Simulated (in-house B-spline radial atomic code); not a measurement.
**Ionising Co⁴⁺ with different functionals**

Computed with a radial B-spline atomic code at the basis-set limit: four-component Dirac-Coulomb Hamiltonian, Fermi nucleus of rms radius 3.7875 fm, spin-restricted, spherical fractional occupations for the functionals. The ionisation energy is the difference of two self-consistent energies, [Ar] 3d5 → [Ar] 3d4, without Breit or QED terms; ε is the level of the shell that loses the electron (mean over j). The electron is taken from both j subshells in proportion to 2j + 1, so the result is a j average, not the step between ground levels.

Hybrids are left out here: with spherical fractional occupations of an open shell their exact exchange keeps a self-interaction that integer-occupation calculations don't have.

```csv
method,rung,ΔSCF (eV),-ε(3d) (eV)
LDA VWN5,LDA,77.63,66.26
relativistic LDA,LDA,77.65,66.28
LDA PW92,LDA,77.62,66.25
LDA exchange-only,LDA,?,?
PBE,GGA,77.33,65.95
PBEsol,GGA,77.29,65.91
BLYP,GGA,77.28,65.91
RPBE,GGA,?,?
PW91,GGA,77.46,66.08
BP86,GGA,77.38,66.00
AM05,GGA,77.31,65.93
OLYP,GGA,77.67,66.24
```

**Question.** What does LDA exchange-only give?

**Answer.** ΔSCF 75.72 eV, and -ε(3d) = 64.40 eV.

**Question.** What does RPBE give?

**Answer.** ΔSCF 77.24 eV, and -ε(3d) = 65.87 eV.

**Question.** How do they compare with the NIST value?

**Answer.** NIST lists 79.5 eV ± 0.2 (semi-empirical, ground level to ground level). Errors run from -3.78 to -1.83 eV. The correlated functionals all miss on the same side by more than they spread, so the cause is common to them (Breit-QED terms, spin polarisation, the choice among j levels, multiplet and fine-structure energies, or a listed next ion that isn't the cheapest removal here) and closeness doesn't rank the functionals.
